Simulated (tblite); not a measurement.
Species: C5H6N2O.
SMILES with atom numbers: `[CH2:1]=[CH:2][c:3]1[n:4][n:5][c:6]([CH3:7])[o:8]1` (hydrogens: H9, H10 on C1; H11 on C2; H12, H13, H14 on C7)

Computed with GFN2-xTB (tblite), gas phase: L-BFGS steps from a force-field or distance-geometry start until the largest atomic force falls under 0.01 eV/Å.

Geometry at step 7:
```
atom  x, y, z in Å
C1     -2.6950   -0.7092    0.0622
C2     -2.1215    0.4887    0.0697
C3     -0.6966    0.6983    0.0320
N4     -0.0668    1.8336    0.0381
N5      1.2504    1.5603   -0.0049
C6      1.3750    0.2734   -0.0336
C7      2.6130   -0.5319   -0.0869
O8      0.1726   -0.3459   -0.0135
H9     -3.7655   -0.8175    0.0910
H10    -2.1128   -1.6159    0.0279
H11    -2.6986    1.3986    0.1022
H12     2.6035   -1.1512   -0.9832
H13     3.4868    0.1130   -0.1000
H14     2.6546   -1.1948    0.7769
```

Question: What forces act on the atoms?

Answer: 
```csv
atom,Fx (eV/Å),Fy (eV/Å),Fz (eV/Å)
C1,0.039,-0.019,0.002
C2,-0.013,0.061,-0.013
C3,-0.080,-0.136,0.010
N4,0.005,-0.010,-0.008
N5,-0.012,-0.009,0.010
C6,0.058,-0.039,-0.012
C7,0.000,-0.047,-0.016
O8,0.042,0.051,0.006
H9,0.030,0.000,-0.001
H10,-0.006,0.020,0.001
H11,0.001,0.063,0.007
H12,0.017,0.002,-0.008
H13,-0.107,0.039,0.020
H14,0.024,0.024,0.002
```

The largest, 0.16 eV/Å, acts on C3; the rms over all components is 0.039 eV/Å. The forces sum to zero within rounding, as they must for an isolated molecule in no field.

Question: Give the force on C3 in Eh/bohr and in nN.

Answer: 0.158 eV/Å ÷ 51.422 = 0.00307 Eh/bohr, and 0.158 eV/Å × 1.602 = 0.25 nN.

Question: How far is this geometry from the end of the optimisation?

Answer: 0.005 eV above it, and 0.026 Å rms away after alignment. The bonds farthest from their final lengths, with half the difference of the two atoms' forces along the bond (positive lengthens):

```tsv
bond	now (Å)	final (Å)	force along bond (eV/Å)
C2–C3	1.441	1.439	-0.05
N4–N5	1.346	1.344	-0.01
C6–C7	1.478	1.476	-0.02
```

The angle farthest from its final value is C6–C7–H13, 110.5° against 108.8°.

The cost below is that of the whole relaxation. Time: 0.16 s wall. Hardware: Arm Neoverse V1, one thread, no GPU, shared host with 32 logical CPUs at a one-minute load of 11.
